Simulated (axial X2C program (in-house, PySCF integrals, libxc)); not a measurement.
# LiK at several levels of theory

Calculated with an axial X2C code built on PySCF integrals. Spin-free means the one-electron spin-free X2C Hamiltonian; two-component (2c) means X2C with spin–orbit coupling and atomic mean-field two-electron Coulomb and Gaunt terms, so the difference of the two also holds small scalar two-electron terms. Basis: K dyall-cv3z [11s12p6d3f], Li dyall-cv3z [7s8p2d] (cores contracted in-house); Gaussian nuclei, density fitting, unrestricted open shells. Masses: K 38.964 u, Li 7.016 u.

Input:
```json
{
 "zs": [
  19,
  3
 ],
 "q": 0,
 "bas": [
  "dyall-cv3z",
  "dyall-cv3z"
 ],
 "levels": [
  "PBE0",
  "HF",
  "TPSSh"
 ],
 "cc": true,
 "r0": 3.29,
 "thr": -2.0,
 "nmax": 90,
 "npts": 10,
 "nst": 2,
 "ntry": 6
}
```
```bash
python so2c.py task.json out
```

Keys: zs atomic numbers; q charge; bas basis sets; levels methods; cc coupled cluster on or off; r0 starting distance in Å; thr threshold in hartree for freezing inner shells (an s shell follows its p shell); nmax most natural virtual spinors; npts points on the curve; nst determinants followed; ntry starts of the search. HF also brings MP2.

State, spin-free: M_S = 0, Λ = 0 (closed shell); electrons by block: σα: 7, σβ: 7, π+α: 2, π+β: 2, π-α: 2, π-β: 2. Fragments: K + Li.

State, 2c: Ω = 0 (closed shell); electrons by block: 1/2: 9, -1/2: 9, 3/2: 2, -3/2: 2. Fragments: K + Li.

```json
{"Hamiltonian": "spin-free", "level": "PBE0", "Re (Å)": "3.378", "ωe (cm⁻¹)": "206.9", "ωexe (cm⁻¹)": "1.02", "Be (cm⁻¹)": "0.2485", "De (eV)": "0.647", "D0 (eV)": "0.634", "μ (D)": "-3.35"}
{"Hamiltonian": "spin-free", "level": "HF", "Re (Å)": "3.504", "ωe (cm⁻¹)": "199.4", "ωexe (cm⁻¹)": "0.828", "Be (cm⁻¹)": "0.2309", "De (eV)": "n/a", "D0 (eV)": "n/a", "μ (D)": "-4.33"}
{"Hamiltonian": "spin-free", "level": "MP2", "Re (Å)": "3.339", "ωe (cm⁻¹)": "214.4", "ωexe (cm⁻¹)": "0.994", "Be (cm⁻¹)": "0.2543", "De (eV)": "0.511", "D0 (eV)": "0.498", "μ (D)": "n/a"}
{"Hamiltonian": "spin-free", "level": "CCSD", "Re (Å)": "3.349", "ωe (cm⁻¹)": "212.0", "ωexe (cm⁻¹)": "1.17", "Be (cm⁻¹)": "0.2528", "De (eV)": "0.736", "D0 (eV)": "0.722", "μ (D)": "n/a"}
{"Hamiltonian": "spin-free", "level": "CCSD(T)", "Re (Å)": "3.336", "ωe (cm⁻¹)": "211.4", "ωexe (cm⁻¹)": "1.23", "Be (cm⁻¹)": "0.2548", "De (eV)": "0.752", "D0 (eV)": "0.739", "μ (D)": "n/a"}
{"Hamiltonian": "spin-free", "level": "TPSSh", "Re (Å)": "3.425", "ωe (cm⁻¹)": "199.9", "ωexe (cm⁻¹)": "1.01", "Be (cm⁻¹)": "0.2417", "De (eV)": "0.787", "D0 (eV)": "0.774", "μ (D)": "-3.88"}
{"Hamiltonian": "2c", "level": "PBE0", "Re (Å)": "3.378", "ωe (cm⁻¹)": "206.9", "ωexe (cm⁻¹)": "1.02", "Be (cm⁻¹)": "0.2485", "De (eV)": "0.647", "D0 (eV)": "0.634", "μ (D)": "-3.35"}
{"Hamiltonian": "2c", "level": "HF", "Re (Å)": "3.504", "ωe (cm⁻¹)": "199.4", "ωexe (cm⁻¹)": "0.828", "Be (cm⁻¹)": "0.2309", "De (eV)": "n/a", "D0 (eV)": "n/a", "μ (D)": "-4.32"}
{"Hamiltonian": "2c", "level": "MP2", "Re (Å)": "3.339", "ωe (cm⁻¹)": "214.4", "ωexe (cm⁻¹)": "0.994", "Be (cm⁻¹)": "0.2543", "De (eV)": "0.511", "D0 (eV)": "0.498", "μ (D)": "n/a"}
{"Hamiltonian": "2c", "level": "CCSD", "Re (Å)": "3.349", "ωe (cm⁻¹)": "212.0", "ωexe (cm⁻¹)": "1.17", "Be (cm⁻¹)": "0.2528", "De (eV)": "0.735", "D0 (eV)": "0.722", "μ (D)": "n/a"}
{"Hamiltonian": "2c", "level": "CCSD(T)", "Re (Å)": "3.336", "ωe (cm⁻¹)": "211.4", "ωexe (cm⁻¹)": "1.23", "Be (cm⁻¹)": "0.2548", "De (eV)": "0.752", "D0 (eV)": "0.739", "μ (D)": "n/a"}
{"Hamiltonian": "2c", "level": "TPSSh", "Re (Å)": "3.425", "ωe (cm⁻¹)": "199.9", "ωexe (cm⁻¹)": "1.01", "Be (cm⁻¹)": "0.2417", "De (eV)": "0.787", "D0 (eV)": "0.774", "μ (D)": "-3.88"}
```

Correlated methods: 10 electrons correlated (number of frozen shells: K 2 s, 1 p; Li 1 s), 212 virtual spin orbitals or spinors in MP2, 90 natural virtuals in coupled cluster.

Dipoles are positive if Li is the positive end.

One determinant describes the state; a PBE0 search over occupations chose it and may have missed a lower one. The closed shell is kept restricted, so the energy runs too high when the bond is stretched far. De is counted from the lowest determinant-based energies of the atoms at the same level, without counterpoise correction. Coupled cluster ran in a truncated set of natural virtual spinors; the MP2 energy of the rest was added. (T) has no such correction and the atoms are truncated less, which lowers De at CCSD(T) by a hundredth of an eV or more.

Rough cost a point (2c) on 1 thread(s) of a shared host, integrals apart: PBE0 0.24 s, HF 0.08 s, CCSD(T) 4 s, TPSSh 0.5 s.

The whole task took 100 s on 1 thread of Intel(R) Xeon(R) Platinum 8488C (Sapphire Rapids), on a shared host.
